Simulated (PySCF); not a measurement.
NS, SMILES [N]=S, multiplicity 2. Atoms are numbered in the order given.

```xyz
2

N      0.0000     0.0000    -1.0368
S      0.0000     0.0000     0.4536
```
Charge 0, spin multiplicity 2.

Geometry: B3LYP-D3(BJ)/def2-TZVPD.

Level of theory: PBE/def2-TZVPD (PySCF).

Mulliken values depend strongly on the basis, most of all with diffuse functions as here. Atomic charges (e):

```
atom  Mulliken  meta-Löwdin  Mulliken spin
----  --------  -----------  -------------
N1       -0.11          [?]           0.56
S2        0.11          [?]           0.44
```

Q: Complete the blanks. (An estimate is asked for; the answer gives what the named calculation found.)

A: 
- N1, meta-Löwdin: -0.40
- S2, meta-Löwdin: 0.40
